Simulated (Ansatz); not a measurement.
Single points on `N#Cc1ccc(C23CC(C#N)(C2)C3)cc1`.

```yaml
crystal:
  periodic: [false, false, false]
  atoms:
    - {symbol: N, position_ang: [5.925689, -0.642182, 0.078729]}
    - {symbol: C, position_ang: [4.766915, -0.515803, 0.068325]}
    - {symbol: C, position_ang: [3.344762, -0.361128, 0.053530]}
    - {symbol: C, position_ang: [2.635255, -0.459470, -1.160605]}
    - {symbol: C, position_ang: [1.252673, -0.308316, -1.168340]}
    - {symbol: C, position_ang: [0.548253, -0.058099, 0.022520]}
    - {symbol: C, position_ang: [-0.928944, 0.101436, -0.004407]}
    - {symbol: C, position_ang: [-1.870533, 0.379362, 1.200089]}
    - {symbol: C, position_ang: [-2.796083, 0.302109, -0.049908]}
    - {symbol: C, position_ang: [-4.230699, 0.456934, -0.078132]}
    - {symbol: N, position_ang: [-5.388068, 0.581185, -0.102556]}
    - {symbol: C, position_ang: [-1.745331, 1.171016, -0.798835]}
    - {symbol: C, position_ang: [-1.980184, -0.945725, -0.494129]}
    - {symbol: C, position_ang: [1.261972, 0.038103, 1.227056]}
    - {symbol: C, position_ang: [2.647180, -0.111324, 1.250170]}
    - {symbol: H, position_ang: [3.179790, -0.654401, -2.087709]}
    - {symbol: H, position_ang: [0.706517, -0.384868, -2.113594]}
    - {symbol: H, position_ang: [-1.989074, -0.431190, 1.936712]}
    - {symbol: H, position_ang: [-1.789329, 1.368857, 1.677546]}
    - {symbol: H, position_ang: [-1.741824, 1.085264, -1.896985]}
    - {symbol: H, position_ang: [-1.643966, 2.214163, -0.460667]}
    - {symbol: H, position_ang: [-1.992380, -1.172270, -1.572010]}
    - {symbol: H, position_ang: [-2.094954, -1.849668, 0.124340]}
    - {symbol: H, position_ang: [0.722709, 0.232443, 2.158945]}
    - {symbol: H, position_ang: [3.199653, -0.036470, 2.189925]}
basis:
  gaussian: {orbitals: def2-SVP, initial_orbitals: start.molden}
magnetization: {spin_polarized: true, initial_magnetization: 2}
hamiltonian: {xc: pbe, dispersion: d4}
scf: {omitted_lower_state_checks: [starts]}
output: {orbitals: {seedname: orbitals}}
```

The file start.molden holds the orbitals of an earlier run on this structure, at another level or in another basis.

```sh
$ ansatz run in.yaml --threads 4 --pin off --events-out ev --progress --plain --max-ram 6963MiB
```

It prints (some lines left out):

```
Functional definition: PBE
2978 factors; their error is unknown
mean field evaluation 1: about -16584.4502 eV, gradient 7.0e0 eV
mean field evaluation 2: about -16584.6830 eV, gradient 3.1e-1 eV
mean field evaluation 4: about -16584.5183 eV, gradient 9.0e-2 eV
mean field evaluation 8: about -16584.5187 eV, gradient 4.0e-5 eV
mean field -16584.51873015 eV, -609.4698219423 hartree, gradient 6.6e-6 eV, S^2 2.007712; 0 other end points of the search recorded, 0 dependent functions left out
reference -16584.51877556 eV, -609.4698236112 hartree; 52, 50 occupied and 208, 210 virtual orbitals, 2978 factors
Total energy: -16585.35789817 eV, -609.5006607984 hartree
Checks for a lower state left out: starts
```

Hardware: 4 threads of Arm Neoverse V1 on a shared host. Wall time 13 s.

First input, but with `gaussian: {orbitals: def2-SVP}`, `hamiltonian: {xc: pbe0, dispersion: d4}` (abridged; 30 s):

```
Functional definition: PBE0
mean field evaluation 16: about -16585.7365 eV, gradient 8.2e-2 eV
mean field evaluation 32: about -16585.7412 eV, gradient 2.2e-6 eV
mean field -16585.74115479 eV, -609.5147452194 hartree, gradient 2.2e-6 eV, S^2 2.035309
Total energy: -16586.46022055 eV, -609.5411703989 hartree
Checks for a lower state left out: starts
```

Geometry: r2SCAN-D4/def2-SVP, that of the neutral singlet.

At PBE0-D4/def2-SVP a singlet of charge 0 lies 3.66 eV below the triplet at the same geometry.
